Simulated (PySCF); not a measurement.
# Electron correlation in Sn²⁺ (tin, charge +2)

[Kr] 4d9 5s2 5p1, one real determinant (an excited configuration). Calculation: PySCF 2.14, in ANO-RCC-VTZP; the spin-free X2C one-electron Hamiltonian (Gaussian nucleus). Frozen: [Ar] 3d10; 20 electrons correlated.

```csv
level,correlation energy (mhartree)
CCSD,-569.22
(T),-13.88
CCSD(T),-583.10
```

Diagnostics: T1 = 0.0077, D1 = 0.0350, largest double amplitude 0.086.

Is a single reference adequate?

Mostly. T1 lies below 0.03, but a double amplitude of this size points to a near-degeneracy that CCSD handles and MP2 describes poorly.

The reference is one real determinant that mixes LS terms of this configuration.
